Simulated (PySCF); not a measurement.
**Assigning NMR signals**

Bonds (- single, = double, # triple, : aromatic): C1-C2, C2:C3, C3:P4, P4:C5, C5-C6, C5:C7, C7-C8, C8#N9, C7:P10, P10:C2. C1 carries H11, H12, H13; C3 carries H14; C6 carries H15, H16, H17.

Theory: GFN2-xTB structure, PBE0/pcSseg-1 with gauge-including orbitals, in PySCF (non-relativistic Hamiltonian, averaged over atoms made equivalent by symmetry, fast rotation or ring inversion, one conformer, gas phase).

δ = σ(ref) − σ, references computed at the same level: ¹³C and ¹H vs TMS.

(1) Assign these signals to the numbered atoms. ¹³C{¹H} NMR (computed): δ 185.8 (C), 180.6 (C), 169.7 (CH), 150.3 (C), 123.6 (C), 29.8 (CH3), 28.8 (CH3).

(2) Assign these signals to the numbered atoms. ¹H NMR (500 MHz, computed): δ 9.57 (m, 1H), 3.25 (m, 3H), 3.02 (m, 3H).

## Answers

(1) 
| δ (ppm) | atoms | environment | reason |
| --- | --- | --- | --- |
| 185.8 | C5 | substituted aromatic carbon | – |
| 180.6 | C2 | substituted aromatic carbon | – |
| 169.7 | C3 | aromatic CH | – |
| 150.3 | C7 | substituted aromatic carbon | – |
| 123.6 | C8 | nitrile carbon | C≡N carbons fall here, among the sp2 signals but without a proton |
| 29.8 | C6 | methyl carbon on an aromatic ring | aliphatic region, no heteroatom directly attached |
| 28.8 | C1 | methyl carbon on an aromatic ring | – |

C6 and C1 lie closer than the usual error of such a calculation, so a measured spectrum could show them in the other order.

(2) 
9.57 → H14, hydrogen on an aromatic CH: aromatic region
3.25 → H15/H16/H17, hydrogen on a methyl carbon on an aromatic ring: benzylic-type position, deshielded by the ring
3.02 → H11/H12/H13, hydrogen on a methyl carbon on an aromatic ring

Splittings by ³¹P in the carbon and heteronuclear signals aren't shown, as no couplings were computed. Shifts are as computed. Against solution values, carbons near 30 ppm lie about +3 ppm off and those near 130 ppm about +5 ppm. Of 1211 compounds with measured shifts, 218 miss one by over three times the rms of a fit or turn the order of signals round; such compounds aren't used in these exercises. Multiplicities follow the n + 1 count of equivalent neighbours, as no J values were calculated; m marks all less simple cases, F and P coupling included.
